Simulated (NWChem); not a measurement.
Species: SiNH$_{5}$TeO; SMILES N[Te]O[SiH3]

```xyz
9

Te    -0.1199     0.7997    -0.4339
N      1.7592     1.2120     0.0946
H      1.9103     1.3927     1.0833
H      2.4765     0.6029    -0.2890
O     -0.4617    -0.9584     0.4933
Si    -0.0030    -2.4251    -0.1539
H     -0.6878    -2.6994    -1.4562
H     -0.3702    -3.4832     0.8313
H      1.4766    -2.4762    -0.3924
```
Atoms are numbered in this order, from 1.

Level: PBE0/def2-SVP with def2 effective core potentials on Te (NWChem), optimised geometry, unscaled harmonic frequencies. def2 effective core potentials on Te; no spin-orbit coupling.

**Question.** List the harmonic frequencies with IR intensities, and the thermochemistry.

**Answer.** 
```tsv
frequency (cm⁻¹)	IR intensity (km/mol)
55	0.3
89	0.2
126	0.3
207	15.8
448	37.4
478	260.1
491	35.9
691	12.7
722	65.8
730	55.0
911	31.4
913	317.0
938	75.4
949	121.8
989	249.0
1542	11.9
2202	126.5
2219	116.8
2249	141.1
3568	25.9
3688	47.3
```

The zero-point energy is 34.6 kcal/mol and the thermal correction to the enthalpy at 298.15 K (with zero-point energy) comes out as 39.5 kcal/mol. The heat capacity Cv is 22.3 cal/(mol K). The entropy at 298.15 K and 1 atm (symmetry number 1) comes out as 86.2 cal/(mol K).

Rigid rotor and harmonic oscillator; modes under 100 cm⁻¹ make the entropy uncertain.
